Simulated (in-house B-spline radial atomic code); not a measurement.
RPA and G0W0 for Xe⁶⁺, [Kr] 4d10 5s2, as one setting changes: the highest l of the empty states. Start: PBE. A dash marks a level of low quasi-particle weight. Computed with a B-spline radial code for spherical atoms: all electrons, scalar-relativistic (spin-free one-electron X2C), finite nucleus, each spin shell either full or empty, empty states to the listed l with an (l + 1/2)⁻⁴ tail; G0W0 by contour deformation at full frequency.

| highest l of the empty states | RPA summed (Eh) | RPA extrapolated (Eh) | G0W0 level (eV) |
| --- | --- | --- | --- |
| 4 | -3.3104 | -3.9219 | 5s -92.64 |
| 5 | -3.59 | -3.9795 | 5s -92.66 |
| 6 | -3.7276 | -3.964 | 5s -92.64 |
| 7 | -3.8013 | -3.952 | 5s -92.64 |
| 8 | ? | ? | ? |
| 9 | ? | ? | ? |
| 10 | -3.8801 | -3.9252 | 5s -92.63 |
| 11 | -3.8899 | -3.9227 | 5s -92.63 |

Task: What belongs in the row for 8?

Result: RPA summed (Eh): -3.8415; RPA extrapolated (Eh): -3.9369; G0W0 level (eV): 5s -92.63.

Task: What belongs in the row for 9?

Result: RPA summed (Eh): -3.8653; RPA extrapolated (Eh): -3.9294; G0W0 level (eV): 5s -92.63.
